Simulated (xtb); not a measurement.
C₇H₁₃O (SMILES CCC[CH]CC(C)=O), doublet, geometry from GFN2-xTB; GFN0-xTB run with xtb.

Here is a job for xtb.
```
$ xtb mol.xyz --gfn 0 --uhf 1 --acc 0.0001 --json

# file mol.xyz
21

C      3.38027453    -0.33583070    -0.68043375
C      2.16856776     0.57366623    -0.52258039
C      1.15705611    -0.00850362     0.46156533
C     -0.04497465     0.82846865     0.64120314
C     -1.23001053     0.28369868     1.32297314
C     -1.77108523    -0.39265269     0.06457756
C     -2.75038086     0.43684392    -0.72588576
O     -1.39184253    -1.49319481    -0.28155010
H      4.08748564     0.08768572    -1.38968740
H      3.07478454    -1.31482425    -1.04266743
H      3.88766386    -0.46624055     0.27322118
H      2.49268136     1.55617208    -0.17100306
H      1.68719454     0.70818417    -1.49360353
H      1.64550125    -0.17696171     1.43155802
H      0.83413445    -1.00416585     0.11683783
H     -0.12743751     1.75995584     0.10668113
H     -1.91107985     1.03768586     1.70935143
H     -0.97537887    -0.45607566     2.07970583
H     -2.82354457     0.05852078    -1.74263205
H     -2.46332923     1.48424733    -0.73837126
H     -3.73061811     0.35723206    -0.25550550
```

The log (banner, timings and long lists left out):

```
   ID    Z sym.   atoms
    1    6 C      1-7
    2    8 O      8
    3    1 H      9-21

           -------------------------------------------------
          |                Calculation Setup                |
           -------------------------------------------------

           -------------------------------------------------
          |                 G F N 0 - x T B                 |
           -------------------------------------------------

          ...................................................
          :                      SETUP                      :
          :.................................................:
          :  # basis functions                  58          :
          :  # atomic orbitals                  58          :
          :  # shells                           42          :
          :  # electrons                        47          :
          :  electronic temp.          300.0000000     K    :
          :  accuracy                    0.0001000          :
          :  -> integral cutoff          0.6500000E+02      :
          :  -> integral neglect         0.1000000E-11      :
          ...................................................

         :::::::::::::::::::::::::::::::::::::::::::::::::::::
         ::                     SUMMARY                     ::
         :::::::::::::::::::::::::::::::::::::::::::::::::::::
         :: total energy             -25.234448168067 Eh    ::
         :: gradient norm              0.033265311781 Eh/a0 ::
         :: HOMO-LUMO gap              2.510006511908 eV    ::
         ::.................................................::
         :: H0 energy                -25.519893691701 Eh    ::
         :: repulsion energy           0.369056992077 Eh    ::
         :: electrostat energy        -0.064251338951 Eh    ::
         :: -> Gsolv                   0.000000000000 Eh    ::
         ::    -> Gsasa                0.000000000000 Eh    ::
         ::    -> Gshift               0.000000000000 Eh    ::
         :: dispersion energy         -0.006763474048 Eh    ::
         :: short-range corr.         -0.012596655443 Eh    ::
         :: add. restraining           0.000000000000 Eh    ::
         :: total charge              -0.000000000000 e     ::
         :::::::::::::::::::::::::::::::::::::::::::::::::::::

           -------------------------------------------------
          |                Property Printout                |
           -------------------------------------------------

    * Orbital Energies and Occupations

         #    Occupation            Energy/Eh            Energy/eV
      -------------------------------------------------------------
         1        2.0000           -0.6854132             -18.6510
       ...           ...                  ...                  ...
        12        2.0000           -0.5379948             -14.6396
        13        2.0000           -0.5346851             -14.5495
        14        2.0000           -0.5239156             -14.2565
        15        2.0000           -0.5217373             -14.1972
        16        2.0000           -0.5103214             -13.8866
        17        2.0000           -0.5032979             -13.6954
        18        2.0000           -0.4917633             -13.3816
        19        2.0000           -0.4890167             -13.3068
        20        2.0000           -0.4829037             -13.1405
        21        2.0000           -0.4791932             -13.0395
        22        2.0000           -0.4676382             -12.7251
        23        2.0000           -0.4112474             -11.1906
        24        1.0000           -0.3458240              -9.4103 (HOMO)
        25                         -0.2535829              -6.9003 (LUMO)
        26                         -0.1591418              -4.3305
        27                         -0.1477483              -4.0204
        28                         -0.1454384              -3.9576
        29                         -0.1296414              -3.5277
        30                         -0.1197004              -3.2572
        31                         -0.1183383              -3.2201
        32                         -0.0992119              -2.6997
        33                         -0.0919162              -2.5012
        34                         -0.0849454              -2.3115
        35                         -0.0777428              -2.1155
       ...                                ...                  ...
        58                          0.4735825              12.8868
      -------------------------------------------------------------
                  HL-Gap            0.0922410 Eh            2.5100 eV
             Fermi-level            0.0000000 Eh            0.0000 eV

     #   Z          covCN         q      C6AA      α(0)
     1   6 C        3.752    -0.380    32.150     8.183
     2   6 C        3.802    -0.116    25.421     7.266
     3   6 C        3.804    -0.110    25.290     7.247
     4   6 C        3.037    -0.161    33.813     9.509
     5   6 C        3.807    -0.202    27.372     7.539
     6   6 C        2.959     0.460    20.398     7.385
     7   6 C        3.753    -0.462    34.646     8.494
     8   8 O        0.857    -0.584    25.641     6.795
     9   1 H        0.925     0.126     1.564     1.955
    10   1 H        0.925     0.137     1.484     1.905
    11   1 H        0.925     0.129     1.546     1.944
    12   1 H        0.924     0.086     1.919     2.166
    13   1 H        0.924     0.095     1.828     2.114
    14   1 H        0.923     0.086     1.923     2.168
    15   1 H        0.923     0.152     1.381     1.838
    16   1 H        0.926     0.104     1.747     2.067
    17   1 H        0.925     0.083     1.951     2.184
    18   1 H        0.925     0.118     1.630     1.996
    19   1 H        0.925     0.174     1.243     1.744
    20   1 H        0.925     0.128     1.554     1.949
    21   1 H        0.925     0.138     1.477     1.901

 Mol. C6AA /au·bohr⁶  :       3448.689129
 Mol. C8AA /au·bohr⁸  :      78354.634190
 Mol. α(0) /au        :         88.349009

Wiberg/Mayer (AO) data.
largest (>0.10) Wiberg bond orders for each atom

 ---------------------------------------------------------------------------
     #   Z sym  total        # sym  WBO       # sym  WBO       # sym  WBO
 ---------------------------------------------------------------------------
     1   6 C    3.979 --     2 C    1.025     9 H    0.983    10 H    0.982
                            11 H    0.982
     2   6 C    3.989 --     1 C    1.025     3 C    1.010    13 H    0.978
                            12 H    0.978
     3   6 C    3.988 --     4 C    1.063     2 C    1.010    14 H    0.948
                            15 H    0.941
     4   6 C    3.554 --     5 C    1.086     3 C    1.063    16 H    0.979
                             6 C    0.198     8 O    0.149
     5   6 C    3.989 --     4 C    1.086    17 H    0.971    18 H    0.967
                             6 C    0.890
     6   6 C    3.870 --     8 O    1.774     7 C    0.991     5 C    0.890
                             4 C    0.198
     7   6 C    3.979 --     6 C    0.991    19 H    0.976    20 H    0.972
                            21 H    0.961
     8   8 O    2.097 --     6 C    1.774     4 C    0.149
     9   1 H    0.982 --     1 C    0.983
    10   1 H    0.981 --     1 C    0.982
    11   1 H    0.981 --     1 C    0.982
    12   1 H    0.982 --     2 C    0.978
    13   1 H    0.982 --     2 C    0.978
    14   1 H    0.988 --     3 C    0.948
    15   1 H    0.996 --     3 C    0.941
    16   1 H    0.979 --     4 C    0.979
    17   1 H    0.982 --     5 C    0.971
    18   1 H    0.987 --     5 C    0.967
    19   1 H    0.988 --     7 C    0.976
    20   1 H    0.978 --     7 C    0.972
    21   1 H    0.985 --     7 C    0.961
 ---------------------------------------------------------------------------

Topologies differ in total number of bonds
Writing topology from bond orders to xtbtopo.mol

 dipole moment from electron density (au)
     X       Y       Z
  -0.3421   0.9274   0.2560  total (Debye):    2.595

           -------------------------------------------------
          | TOTAL ENERGY              -25.234448168067 Eh   |
          | GRADIENT NORM               0.033265311781 Eh/α |
          | HOMO-LUMO GAP               2.510006511908 eV   |
           -------------------------------------------------

normal termination of xtb
```
